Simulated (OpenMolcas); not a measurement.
# Fe3+: ligand-field states by method

Fe3+ with 6 ligands (chloride) in trigonal antiprismatic coordination (D3d) at 2.48 Å, a polar angle of 50.4° against the regular 54.74°. A charge of +0.5 e stands 2.4 Å behind each ligand. Ligand basis ANO-RCC-VDZP.
```
Fe    0.0000    0.0000    0.0000
Cl    0.0000    1.9097    1.5823
Cl   -1.6538   -0.9548    1.5823
Cl    1.6538   -0.9548    1.5823
Cl    0.0000   -1.9097   -1.5823
Cl    1.6538    0.9548   -1.5823
Cl   -1.6538    0.9548   -1.5823
```

```json
{
 "Program": "OpenMolcas 26.06",
 "Basis": "ANO-RCC-VTZP [6s5p3d2f1g]",
 "Scalar Hamiltonian": "DKH2, point nucleus",
 "Active space": "5 electrons in 5 orbitals (3d)",
 "State averaging": "2S+1 = 6 even, 1 root; 2S+1 = 4 even, 24 roots; 2S+1 = 2 even, 75 roots",
 "Spin-orbit coupling": "state interaction with AMFI integrals over the reference wave functions"
}
```

I. CASSCF
II. SS-CASPT2, IPEA 0.25 Eh, imaginary shift 0.1 Eh (closed shells correlated: 3s 3p and the ligand valence shells)

Spin-free states (labels of D3, the rotations of D3d) in cm-1, each column counted from its own energy of the first state listed:

| State | Degeneracy | I | II |
| --- | --- | --- | --- |
| 6A1 | 1 | 0 | 0 |
| 4E | 2 | 29632 | 16380 |
| 4A2 | 1 | 29754 | 16240 |
| 4A1 | 1 | 33144 | 19280 |
| 4E | 2 | 33580 | 19730 |
| 4A1 | 1 | 33735 | 21770 |
| 4E | 2 | 33983 | 22350 |
| 4E | 2 | 41140 | 26100 |
| 4A1 | 1 | 41594 | 26710 |
| 4E | 2 | 41969 | 28200 |
| 2E | 2 | 42002 | 18280 |
| 2A1 | 1 | 42427 | 18900 |
| 4A2 | 1 | 43530 | 35450 |
| 4E | 2 | 44133 | 36920 |
| 2E | 2 | 44806 | 24160 |
| 2A2 | 1 | 44865 | 24340 |
| 2A2 | 1 | 45511 | 24340 |
| 2A1 | 1 | 46536 | 25850 |
| 2E | 2 | 46885 | 26400 |
| 2A1 | 1 | 47701 | 29350 |

From I to II, I's first state of another spin (4E) moves from 29632 to 16380 cm-1, by about -13000 cm-1. In II another state of that kind comes below it.

χT at 300 K: I 4.39, II 4.38 cm3 K/mol.

Roots that are degenerate in the reference are averaged as groups; the widest CASPT2 spread within a group is 430 cm-1 (the 2-fold group of multiplicity 2 near 46200 cm-1 above the lowest state of its run, II). Shifts and gaps below about the spread of the groups concerned are not significant. Over all roots computed the reference weight is 0.57 to 0.66 in II; the roots of lowest weight are the least certain, and an intruder state may touch them. Ligand-to-metal charge-transfer states are missing. With no ligand orbital active B as a rule stays too high, so bands that hang on it stand too high and its fall with covalency is understated. Without dynamic correlation the repulsion within the d shell is too large (B by tens of per cent), so at a given field states of lower spin stand too high (holds for I). With metal d orbitals alone and no dynamic correlation the field as a rule comes out too small, by tens of per cent, by up to half for chloride and softer ligands (holds for I). With one d shell and no ligand orbital active, 10Dq can be off by a tenth or more (holds for II). Free-ion shares, where given, are those of the reference states; single-state CASPT2 does not remix them (holds for II). The distance lies 3 % over the 2.41 Å that this model takes as the normal distance (a Shannon-type radius plus a fixed donor radius); by an R⁻⁵ law this alone changes a d-shell field by about -13 %. No measured value stands beside these numbers; the geometry is a model, was not optimised and need not be the one that this ion takes.
